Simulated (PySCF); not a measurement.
**Excitation energy of As by level of theory**

As [Ar] 3d10 4s2 4p3 (4S) → As [Ar] 3d10 4s2 4p2 4d1 (high-spin determinant), as a difference of total energies. Calculation: PySCF 2.14, in aug-cc-pVTZ-PP with ECP10MDF; a scalar-relativistic core potential. Correlated levels: valence: 3s2 3p6 3d10 frozen. The calculations carry no spin-orbit coupling.

| method | excitation energy (eV) |
| --- | --- |
| UHF | 8.704 |
| LDA | 8.312 |
| PBE | 8.164 |
| PBE0 | 8.408 |
| r2SCAN | 8.659 |
| M06 | 8.123 |
| B3LYP | 8.274 |
| HSE06 | 8.361 |
| BLYP | 8.044 |
| MP2 (valence) | 8.815 |
| SCS-MP2 (valence) | 8.766 |

Task: How much does correlation contribute at MP2 (valence)?

Result: 8.815 − (8.704) = 0.111 eV, measured against UHF.

The promoted electron is Rydberg-like, and one or two diffuse shells describe it only roughly, which tends to raise the upper state.

In the upper state the promoted electron has a positive orbital energy at LDA, PBE, r2SCAN, M06, B3LYP, HSE06, BLYP, so the basis confines it.

The determinant of the upper state mixes LS terms, which raises its energy above the lowest term, most at the Hartree-Fock and MP2 levels.
